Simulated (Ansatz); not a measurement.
Ideal-gas functions of C$_{2}$H$_{5}$FGe, SMILES `C[CH2][Ge][F]` at 298.15 K and 1 bar, from an Ansatz frequency run at PBE0-D4/def2-TZVP.

Molar mass 120.67 g/mol, point group C1 (symmetry number 1), electronic degeneracy 1, moments of inertia 64.842, 147.155, 202.841 u Å². Harmonic wavenumbers (cm⁻¹, unscaled): 26, 170, 186, 304, 496, 581, 648, 909, 962, 1047, 1222, 1247, 1406, 1424, 1490, 1496, 2984, 3046, 3056, 3108, 3135.

Use S(trans) = R[1.5 ln M + 2.5 ln T − 1.1517]; rotational temperatures θ = 24.2544 K / I; S(rot) = R[ln(√π/σ · √(T³/θAθBθC)) + 1.5]; for each mode x = 1.438777 ν̃/T, S = R[x/(eˣ − 1) − ln(1 − e⁻ˣ)] and H = RT x/(eˣ − 1); 1 cm⁻¹ = 0.0119627 kJ/mol; R = 8.31446 J/(mol·K).

**Question.** By hand: the entropy, in J/(mol·K).

**Answer.** Translation 168.6. Rotation: θ = 0.3741, 0.1648, 0.1196 K, giving 108.7. Vibration, mode by mode: 25.58, 10.19, 9.49, 5.84, 2.80, 2.02, 1.57, 0.56, 0.46, 0.32, 0.16, 0.14, 0.07, 0.07, 0.05, 0.05, 0.00, 0.00, 0.00, 0.00, 0.00, in all 59.4. Electronic 0.0. Sum 336.7 J/(mol·K).

**Question.** By hand: H − E and G − E in kJ/mol, counted from the electronic energy.

**Answer.** Zero-point energy ½ × 28943 × 0.0119627 = 173.1; thermal vibration 8.4; translation, rotation and pV give 4 RT = 9.9. H − E = 191.4 kJ/mol, and G − E = 191.4 − 298.15 × 336.7/1000 = 91.0 kJ/mol.

Vibration gives 18 % of the entropy, 25.6 J/(mol·K) of it from the mode under 150 cm⁻¹: soft modes count most, and the harmonic formula is weakest for them. The sum counts one conformer and one mirror image; others add a mixing term.
